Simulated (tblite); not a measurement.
Here is a computed GFN2-xTB geometry (Å):
```
atom  x, y, z in Å
N1     3.7188    0.2894    0.0956
C2     2.5888    0.1695    0.2559
C3     1.1991    0.0289    0.4351
C4     0.3419   -0.0109   -0.5884
Si5   -1.5251   -0.2289   -0.4053
O6    -1.9774   -0.1401    1.1508
H7     0.8673   -0.0476    1.4636
H8     0.7520    0.0645   -1.5878
H9    -2.1629    0.8185   -1.2054
H10   -1.9085   -1.5895   -0.7489
H11   -1.8886    0.6489    1.6786
```

Neutral, closed shell.

**Question.** Read off the bonds between heavy atoms and their formal orders.

**Answer.** N1–C2 1.15 Å (triple); C2–C3 1.41 Å (single); C3–C4 1.34 Å (double); C4–Si5 1.89 Å (single); Si5–O6 1.62 Å (single). Bonds to hydrogen (Å): C3–H7 1.08; C4–H8 1.08; Si5–H9 1.46; Si5–H10 1.45; O6–H11 0.95.

**Question.** Write the SMILES.

**Answer.** `N#C/C=C/[SiH2]O`, C3H5NOSi. Among its features: nitrile, C=C double bond, Si–H bond and C–Si bond.

**Question.** Describe the place of each heavy atom.

**Answer.** N1: nitrile nitrogen; C2: nitrile carbon; C3: alkene CH carbon; C4: alkene CH carbon; Si5: oxygen-bound silicon; O6: silanol oxygen.

**Question.** What is the arrangement about O6?

**Answer.** It has 2 neighbours (Si5, H11) and is bent (angle 123.4°).

**Question.** What is the arrangement about C4?

**Answer.** It has 3 neighbours (C3, Si5, H8) and is planar (angles 124.3°, 118.2° and 117.5°, sum 360.0°, 0.01 Å off the plane of its three neighbours).
